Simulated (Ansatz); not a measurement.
SiEt3(NCO) (C7H15NOSi), relaxed as a singlet with RKS PBE-D4/def2-SVP in Ansatz, starting from the GFN2-xTB geometry. Force threshold 0.03 eV/Å.

Start:

Cartesian coordinates in Å:
```
Si 0.010 0.054 0.096
C -1.515 1.183 -0.121
C -2.811 0.541 0.363
H -1.626 1.441 -1.175
H -1.363 2.122 0.412
H -3.659 1.200 0.182
H -2.989 -0.397 -0.157
H -2.763 0.335 1.429
C 0.265 -0.474 1.909
C 1.452 -1.411 2.110
H -0.637 -0.974 2.264
H 0.397 0.407 2.537
H 1.529 -1.718 3.152
H 1.338 -2.302 1.498
H 2.382 -0.922 1.832
C 1.576 0.819 -0.683
C 1.442 1.073 -2.182
H 2.422 0.150 -0.518
H 1.824 1.757 -0.185
H 2.369 1.471 -2.591
H 1.208 0.148 -2.705
H 0.648 1.787 -2.383
N -0.318 -1.438 -0.737
C -0.499 -2.077 -1.722
O -0.680 -2.777 -2.625
```

```json
{"step": "1", "energy (eV)": "-18892.2134", "largest force component (eV/Å)": "2.271", "SCF passes": "21"}
{"step": "2", "energy (eV)": "-18892.4537", "largest force component (eV/Å)": "0.348", "SCF passes": "22"}
{"step": "3", "energy (eV)": "-18892.4713", "largest force component (eV/Å)": "0.233", "SCF passes": "22"}
{"step": "4", "energy (eV)": "-18892.4732", "largest force component (eV/Å)": "0.133", "SCF passes": "23"}
{"step": "5", "energy (eV)": "-18892.4768", "largest force component (eV/Å)": "0.104", "SCF passes": "21"}
{"step": "6", "energy (eV)": "-18892.4796", "largest force component (eV/Å)": "0.109", "SCF passes": "21"}
{"step": "7 (rejected)", "energy (eV)": "-18892.4794", "largest force component (eV/Å)": "0.602", "SCF passes": "20"}
{"step": "8", "energy (eV)": "-18892.4827", "largest force component (eV/Å)": "0.107", "SCF passes": "21"}
{"step": "9", "energy (eV)": "-18892.4844", "largest force component (eV/Å)": "0.194", "SCF passes": "21"}
{"step": "10", "energy (eV)": "-18892.4849", "largest force component (eV/Å)": "0.204", "SCF passes": "21"}
{"step": "11 (rejected)", "energy (eV)": "-18892.4849", "largest force component (eV/Å)": "0.191", "SCF passes": "21"}
{"step": "12", "energy (eV)": "-18892.4862", "largest force component (eV/Å)": "0.201", "SCF passes": "22"}
{"step": "13", "energy (eV)": "-18892.4876", "largest force component (eV/Å)": "0.031", "SCF passes": "21"}
{"step": "14", "energy (eV)": "-18892.4878", "largest force component (eV/Å)": "0.274", "SCF passes": "20"}
{"step": "15", "energy (eV)": "-18892.4887", "largest force component (eV/Å)": "0.049", "SCF passes": "23"}
{"step": "16", "energy (eV)": "-18892.4889", "largest force component (eV/Å)": "0.002", "SCF passes": "22"}
{"step": "17", "energy (eV)": "-18892.4891", "largest force component (eV/Å)": "0.073", "SCF passes": "21"}
{"step": "18", "energy (eV)": "-18892.4892", "largest force component (eV/Å)": "0.025", "SCF passes": "23"}
```

Force components are those of the run's own axes.

End:

Cartesian coordinates in Å:
```
Si 0.0161 0.0765 0.0489
C -1.5006 1.1967 -0.1137
C -2.8242 0.5626 0.3359
H -1.5665 1.5176 -1.1765
H -1.2903 2.1243 0.4653
H -3.6829 1.2495 0.1883
H -3.0400 -0.3651 -0.2329
H -2.8065 0.2888 1.4112
C 0.2896 -0.4713 1.8396
C 1.4224 -1.4875 2.0397
H -0.6721 -0.8865 2.2134
H 0.4718 0.4474 2.4417
H 1.5170 -1.7980 3.1006
H 1.2510 -2.4047 1.4394
H 2.4053 -1.0749 1.7310
C 1.5635 0.8892 -0.6764
C 1.4754 1.2321 -2.1698
H 2.4203 0.2059 -0.4863
H 1.7708 1.8023 -0.0738
H 2.4175 1.6782 -2.5499
H 1.2680 0.3275 -2.7776
H 0.6634 1.9592 -2.3790
N -0.3025 -1.3702 -0.8918
C -0.5244 -2.3627 -1.5437
O -0.7420 -3.3370 -2.1836
```

By distances, no bond broke or formed. The bond that changes most is C24–O25, from 1.16 to 1.19 Å (atoms count from 1).

The force fell under the threshold at step 16, but the optimiser went on. No frequencies were taken in this run, so the end may be a saddle point.

Hardware: 2 threads of AMD EPYC 7R13 on a shared host and a share (18 GiB) of an NVIDIA H100 80GB HBM3. Wall time 45 s, peak host memory 0.86 GiB.
